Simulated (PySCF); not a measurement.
Sn(F)3(OH) (F3HOSn), SMILES [OH][Sn]([F])([F])[F].

The structure is a stationary point at r2SCAN-D4/def2-SVP. The def2 effective core potentials stand for the cores of Sn; spin–orbit coupling is left out. Other conformers were not sampled.

All values below come from ωB97X/def2-TZVP (PySCF).

Symmetry labels are those of the subgroup Cs that the program uses (full group Cs).

Computed valence orbital energies around the gap with their symmetry:
| orbital | symmetry | energy (eV) |
|---|---|---|
| HOMO−7 | A' | -15.19 |
| HOMO−6 | A' | -14.74 |
| HOMO−5 | A" | -14.73 |
| HOMO−4 | A' | -14.55 |
| HOMO−3 | A" | -14.54 |
| HOMO−2 | A" | -14.47 |
| HOMO−1 | A' | -13.63 |
| HOMO | A" | -13.05 |
| LUMO | A' | -1.25 |
| LUMO+1 | A' | 2.15 |
| LUMO+2 | A" | 2.28 |
| LUMO+3 | A' | 2.32 |
